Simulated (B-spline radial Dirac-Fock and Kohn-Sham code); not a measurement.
**What relativity does to the binding energies of Tm⁷⁺**

System: Tm⁷⁺ in the configuration [Kr] 4d10 4f11 5s2 5p3.

Both columns are ΔSCF binding energies of the configuration average from an atomic code on a B-spline grid: non-relativistic Hartree-Fock with a point nucleus, and Dirac-Fock with a finite nucleus and the Coulomb interaction alone, averaged over the two j levels with weights 2j+1.

| shell | Hartree-Fock (eV) | Dirac-Fock (eV) | shift (eV) | shift (%) |
| --- | --- | --- | --- | --- |
| 1s | 55627.7 | 59783.9 | +4156.27 | +7.47 |
| 2s | 9187.9 | 10275.7 | +1087.77 | +11.84 |
| 2p | 8761.3 | 9116.8 | +355.46 | +4.06 |
| 3s | 2176.3 | 2439.9 | +263.61 | +12.11 |
| 3p | 1981.9 | 2078.9 | +96.95 | +4.89 |
| 3d | 1623.8 | 1609.3 | -14.42 | -0.89 |
| 4s | 531.4 | 595.3 | +63.86 | +12.02 |
| 4d | 307.1 | 304.0 | -3.06 | -1.00 |
| 4f | 126.4 | 120.4 | -6.05 | -4.78 |
| 5s | 148.2 | 159.9 | +11.73 | +7.91 |
| 5p | 124.8 | 128.2 | +3.41 | +2.73 |

Relativity binds 1s, 2s, 2p, 3s, 3p, 4s, 5s, 5p more strongly, among those listed most of all 3s in relative terms, and 3d, 4d, 4f more weakly, because the contracted s and p shells screen the nucleus better.

Values without a named source are computed, but for edge energies of neutral atoms, which are taken from tables.
